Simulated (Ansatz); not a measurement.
`C=C[Si](F)(F)[SiH3]` + H–F → `C=C[Si](F)(F)F` + SiH₄  (cleavage of the Si–Si bond)

Isolated molecules relaxed with PBE0-D4/def2-TZVP in Ansatz; ΔE leaves out vibrations. CCSD(T)/CBS adds triple-zeta CCSD(T) − MP2 to the extrapolated MP2 energy (def2 sets, frozen cores). This one scheme is used for every species. DFT in def2-TZVPP. B3LYP here is the variant with VWN-RPA as its local correlation; programs differ in this. One conformer a species, not always the lowest.

`C=C[Si](F)(F)[SiH3]`:

```xyz
12

C     1.334   -1.654    1.021
C     0.420   -0.698    1.171
Si   -0.792   -0.279   -0.154
F    -0.686   -1.404   -1.282
F    -2.270   -0.360    0.442
Si   -0.516    1.824   -1.148
H     1.390   -2.251    0.116
H     2.059   -1.886    1.796
H     0.407   -0.125    2.097
H    -1.593    2.079   -2.139
H    -0.560    2.873   -0.094
H     0.806    1.880   -1.826
```

H–F:

Z-matrix (Å, degrees):
```
F
H 1 0.920
```

`C=C[Si](F)(F)F`:

Cartesian coordinates in Å:
```
C 1.422 0.597 0.029
C 0.540 -0.287 -0.430
Si -1.193 -0.308 0.142
F -1.441 0.834 1.202
F -1.580 -1.681 0.817
F -2.213 -0.093 -1.042
H 2.452 0.609 -0.313
H 1.150 1.347 0.765
H 0.862 -1.019 -1.168
```

SiH₄:

Z-matrix (Å, degrees):
```
Si
H 1 1.485
H 1 1.485 2 109.5
H 1 1.485 2 109.5 3 -120.0
H 1 1.485 2 109.5 3 120.0
```

```csv
level,ΔE (kJ/mol),difference from CCSD(T)/CBS
PBE-D4,-145.7,24.0
r2SCAN-D4,-171.7,-2.0
PBE0-D4,-154.2,15.5
B3LYP-D4,-168.8,0.9
ωB97X-V,-170.2,-0.5
ωB97M-V,-176.5,-6.8
B2PLYP,-179.0,-9.3
PBE,-150.7,19.0
r2SCAN,-173.2,-3.5
PBE0,-159.0,10.7
B3LYP,-176.8,-7.1
HF/def2-TZVPP,-203.8,-34.1
MP2/def2-TZVPP,-176.8,-7.1
SCS-MP2/def2-TZVPP,-182.2,-12.5
CCSD/def2-TZVPP,-178.2,-8.5
CCSD(T)/def2-TZVPP,-173.8,-4.1
HF/def2-QZVPP,-206.2,-36.5
MP2/def2-QZVPP,-175.3,-5.6
SCS-MP2/def2-QZVPP,-180.7,-11.0
HF/CBS(def2),-206.6,-36.9
MP2/CBS(def2),-172.7,-3.0
CCSD/CBS(def2),-174.1,-4.4
CCSD(T)/CBS,-169.7,0
```

Largest T1 diagnostic among the species: 0.013.

In def2-TZVPP, CCSD(T) changes the Hartree–Fock value by +30.0 kJ/mol (the triples alone add +4.4 kJ/mol) and MP2 by +27.0 kJ/mol. From PBE to PBE0 (25 % exact exchange), in def2-TZVPP and without D4, ΔE moves by −8.2 kJ/mol.
